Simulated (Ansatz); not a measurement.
InSn6⁺, relaxed as a singlet with RKS B3LYP-D4/def2-SVP in Ansatz, starting from the GFN2-xTB geometry. Force threshold 0.02 eV/Å.

In the def2 sets In, Sn take a core potential; there is no spin–orbit coupling. The structure comes from a short search, and lower isomers may exist.

Start:

Cartesian coordinates in Å:
```
In 0.871 -0.370 3.452
Sn -2.262 1.551 -0.736
Sn -1.710 -1.043 0.529
Sn -0.394 -0.335 -2.028
Sn 0.960 -1.831 0.061
Sn 2.132 0.941 -1.788
Sn 0.404 1.086 0.510
```

(1) Estimate the energy that the relaxation releases and the steps that it takes.

(2) Does the start keep its bonding?

(3) Predict the relaxed structure.

Results:

(1) 0.52 eV, in 23 steps; 7.2 min on 4 threads of Arm Neoverse N1 on a shared host. The force fell under the threshold at step 18, but the optimiser went on and released 0.002 eV more. No frequencies were taken in this run, so the end may be a saddle point.

(2) Bonds lost: Sn3–Sn5, Sn4–Sn7 (atoms count from 1). Bonds formed: In1–Sn3, In1–Sn5, Sn2–Sn6, Sn5–Sn6 (atoms count from 1). The end is the same structure that another start reached, the lowest one found.

(3) 
```xyz
7

In    0.333   -2.108    3.128
Sn   -1.768    1.612   -1.552
Sn   -1.652   -0.271    1.185
Sn   -0.513   -1.113   -1.400
Sn    1.802   -0.890    0.406
Sn    1.377    1.057   -2.267
Sn    0.420    1.712    0.500
```
Bond lengths (bridged metal pairs left out): 11 × Sn–Sn 2.94 to 3.33 Å; 2 × In–Sn 3.32 to 3.33 Å.
